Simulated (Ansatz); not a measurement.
Total energies of Al(H2O)Cl3 (AlCl3OH2) from Ansatz at r2SCAN-D4/def2-TZVP, gas phase (1 Eh = 27.2114 eV = 2625.5 kJ/mol). The reference geometry is relaxed at PBE-D4/def2-SVP.

| atom | x (Å) | y (Å) | z (Å) |
| --- | --- | --- | --- |
| Al1 | 0.152 | -0.712 | -0.342 |
| O2 | -0.312 | 0.803 | 0.848 |
| H3 | -1.034 | 1.297 | 0.397 |
| H4 | 0.470 | 1.398 | 0.864 |
| Cl5 | -0.076 | -2.476 | 0.793 |
| Cl6 | 2.137 | -0.039 | -0.751 |
| Cl7 | -1.338 | -0.270 | -1.807 |

```csv
state,geometry,energy (Eh)
charge 0 singlet,reference,-1699.65006
charge 1 doublet,reference,-1699.26387
free Al atom (doublet),–,-242.33055
free O atom (triplet),–,-75.05861
free H atom (doublet),–,-0.49993
free Cl atom (doublet),–,-460.11688
```

(1) Work out the vertical ionisation energy to the doublet.

(2) What is the binding energy per atom against free atoms?

(1) E(charge 1 doublet) − E(charge 0 singlet) = -1699.26387 − (-1699.65006) = 0.38619 Eh = 10.51 eV. For comparison, −ε of the highest occupied level is 7.76 eV at this level, 2.75 eV less.

(2) Atoms: 1 × (-242.33055) + 1 × (-75.05861) + 2 × (-0.49993) + 3 × (-460.11688) = -1698.73966 Eh. Binding: -1698.73966 − (-1699.65006) = 0.91040 Eh = 24.77 eV, or 3.54 eV for each of 7 atoms (no zero-point energy, no counterpoise term).
